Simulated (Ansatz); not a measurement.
Reaction: KOH (SMILES [OH][K]) → KOH+ (parent SMILES [OH][K], doublet) + e-
Each species at its own B3LYP-D3(BJ)/def2-TZVP minimum (Ansatz, a program for electronic structure).

Total energies in hartree (Ansatz). Radicals and triplets start from unrestricted determinants; spin-orbit coupling is neglected. Correlated methods leave the cores frozen (noble-gas shells, and filled d and f shells in the p block). No relativity. The spin of HKO+ (parent SMILES [OH][K], doublet) was assumed, and the state is the lowest solution found for it.

| species | HF/def2-TZVPP | CCSD(T)/def2-TZVPP | HF/def2-QZVPP | CCSD(T)/def2-QZVPP | CCSDT(Q)/def2-QZVPP |
|---|---|---|---|---|---|
| 1: KOH (SMILES [OH][K]) | -674.63892 | -674.91720 | -674.65689 | -674.95785 | -674.95837 |
| 2: KOH+ (parent SMILES [OH][K], doublet) | -674.44858 | -674.66498 | -674.46320 | -674.69684 | -674.69734 |

Work out the adiabatic ionisation energy (electronic) in eV: take Hartree-Fock from def2-QZVPP, extrapolate the CCSD(T) correlation energy as X^-3 (X = 3, 4), and add CCSDT(Q) - CCSD(T) in def2-QZVPP. 1 hartree = 27.211 eV.


Species 1: correlation (64·(-0.30096) - 27·(-0.27828))/37 = -0.31751; step -0.00052; E1 = -674.65689 + (-0.31751) + (-0.00052) = -674.97492
Species 2: correlation (64·(-0.23364) - 27·(-0.21640))/37 = -0.24622; step -0.00050; E2 = -674.46320 + (-0.24622) + (-0.00050) = -674.70992
-1·E1 +1·E2 = 0.26500 hartree = 7.21 eV.
